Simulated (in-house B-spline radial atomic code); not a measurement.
# Ru³⁺: [Kr] (4d3/2)1 (4d5/2)4 (an excited or competing configuration)

Method: Dirac-Hartree-Fock, average of the jj configuration, Fermi nucleus of rms radius 4.4809 fm. Calculated with a B-spline radial code for spherical atoms.

Screening seen three ways: the hydrogenic charge with the same mean radius, Z_r = [3n² - l(l+1)]/(2<r>), the one with the same energy, Z_e = n√(-2ε), and Slater's rules. Values are occupation-weighted means over j. An effective charge above Z reflects the relativistic contraction of the inner shells.

```csv
shell,electrons,ε (eV),<r> (bohr),Z_r,Z_e,Slater
1s,2,-22287,0.03343,44.87,40.47,43.70
2s,2,-3314.7,0.145,41.37,31.22,39.85
2p,6,-2967.5,0.1269,39.42,29.54,39.85
3s,2,-647.85,0.4,33.75,20.70,32.75
3p,6,-530.41,0.4006,31.20,18.73,32.75
3d,10,-340.75,0.3831,27.41,15.01,22.85
4s,2,-128.89,1.017,23.60,12.31,16.25
4p,6,-92.917,1.113,20.66,10.45,16.25
4d,5,-44.049,1.436,14.63,7.20,6.60
```

The least bound orbital is 4d5/2 at -44.03 eV, and it is also the most diffuse (<r> = 1.438 bohr).

For the 1s electron the small component carries 2.58 % of the norm, the zero-frequency Breit interaction raises the level by 44.93 eV, self-energy by 24.78 eV, and vacuum polarisation lowers it by 2.96 eV.
